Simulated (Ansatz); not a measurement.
Ideal-gas functions of `[GeH3][C]1=CO1` at 500 K and 1 bar, from an Ansatz frequency run at PBE0-D4/def2-TZVP.

Molar mass 116.66 g/mol, point group Cs (symmetry number 1), electronic degeneracy 1, moments of inertia 22.947, 227.985, 244.533 u Å². Harmonic wavenumbers (cm⁻¹, unscaled): 52, 121, 142, 257, 521, 601, 602, 827, 853, 865, 879, 1068, 1267, 1839, 2168, 2173, 2179, 3242.

Use S(trans) = R[1.5 ln M + 2.5 ln T − 1.1517]; rotational temperatures θ = 24.2544 K / I; S(rot) = R[ln(√π/σ · √(T³/θAθBθC)) + 1.5]; for each mode x = 1.438777 ν̃/T, S = R[x/(eˣ − 1) − ln(1 − e⁻ˣ)] and H = RT x/(eˣ − 1); 1 cm⁻¹ = 0.0119627 kJ/mol; R = 8.31446 J/(mol·K).

Task: By hand: the entropy, in J/(mol·K).

Result: Translation 179.0. Rotation: θ = 1.057, 0.1064, 0.0992 K, giving 113.4. Vibration, mode by mode: 24.12, 17.13, 15.81, 11.01, 5.68, 4.72, 4.71, 2.83, 2.66, 2.59, 2.51, 1.63, 1.03, 0.26, 0.12, 0.12, 0.11, 0.01, in all 97.1. Electronic 0.0. Sum 389.5 J/(mol·K).

Task: By hand: H − E and G − E in kJ/mol, counted from the electronic energy.

Result: Zero-point energy ½ × 19656 × 0.0119627 = 117.6; thermal vibration 23.5; translation, rotation and pV give 4 RT = 16.6. H − E = 157.7 kJ/mol, and G − E = 157.7 − 500 × 389.5/1000 = -37.1 kJ/mol.

Vibration gives 25 % of the entropy, 57.1 J/(mol·K) of it from the modes under 150 cm⁻¹: soft modes count most, and the harmonic formula is weakest for them.
